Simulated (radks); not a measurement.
Values are calculated unless marked as measured or tabulated.
Spherical quantum dot in the effective-mass picture: electrons in a well V = -V0 / (1 + exp((r - R)/a)) with V0 = 12.1, R = 3.12, a = 0.14, with a point charge +1 (a donor) at the centre, all in effective atomic units (hartree* = m*/eps^2 hartree, bohr* = eps/m* bohr), one dielectric constant everywhere. Level of theory: non-relativistic Kohn-Sham, r2SCAN, spin-polarised, spherical densities, generalised Kohn-Sham scheme (a radial shooting solver with Libxc functionals). Levels are named by radial order and angular momentum (1s, 1p, 1d, 2s, ...), and open shells are averaged over m. Results are scaled to m* = 0.047 and eps = 15.3, for which hartree* = 5.463 meV and bohr* = 17.23 nm.

N = 6, configuration 1s2 1p(up 3, down 1). This is the lowest configuration that the search found. Occupied and some empty levels:

| level | occupation | eigenvalue (meV) | <r> (nm) |
|---|---|---|---|
| 1s up | 1 | -53.681 | 26.89 |
| 1s down | 1 | -53.340 | 26.07 |
| 1p up | 3 | -50.709 | 33.49 |
| 1p down | 1 | -50.132 | 33.40 |
| 1d up | 0 | -47.248 | 36.37 |
| 2s up | 0 | -46.659 | 26.07 |
| 1d down | 0 | -46.566 | 36.40 |
| 2s down | 0 | -46.357 | 26.48 |
| 1f up | 0 | -43.015 | 38.37 |
| 1f down | 0 | -42.233 | 38.44 |

Energy (meV): total -353.516, kinetic 24.457, external -414.01, Hartree 48.564, exchange-correlation -12.528.
